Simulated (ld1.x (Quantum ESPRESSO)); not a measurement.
Reading a pseudo-wave (Cr)

Columns: radius, all-electron u(r) and pseudo u(r) of the 3d shell (level -22.81 eV) of chromium in the configuration [Ar] 3d4 4s0 4p0; PBEsol, scalar-relativistic, TM scheme, ld1.x (Quantum ESPRESSO) 7.5.

```csv
r (bohr),all-electron,pseudo
0.152,0.1257,0.0459
0.305,0.4232,0.2878
0.458,0.6740,0.6373
0.610,0.8196,0.8633
0.762,0.8751,0.9132
0.915,0.8702,0.8799
1.068,0.8304,0.8307
1.220,0.7733,0.7733
1.372,0.7088,0.7088
1.525,0.6420,0.6420
1.678,0.5769,0.5769
1.830,0.5155,0.5155
1.982,0.4583,0.4583
2.135,0.4055,0.4055
2.288,0.3575,0.3575
2.440,0.3144,0.3144
2.592,0.2758,0.2758
2.745,0.2411,0.2411
2.898,0.2104,0.2104
3.050,0.1833,0.1833
3.202,0.1594,0.1594
3.355,0.1382,0.1382
3.508,0.1196,0.1196
3.660,0.1034,0.1034
3.812,0.0893,0.0893
3.965,0.0769,0.0769
```

(1) How many radial nodes do the two functions have?

(2) At about which radius was the pseudo-wave matched?

(3) Is the pseudo-wave norm-conserving?

Results:

(1) The all-electron 3d function has n − l − 1 = 0; the pseudo-wave has 0.

(2) 1.20 bohr, where the columns begin to agree (steps of 0.15 bohr).

(3) Yes: the TM scheme keeps the norm inside the radius equal to the all-electron one, which fixes the energy derivative of the logarithmic derivative at the level.
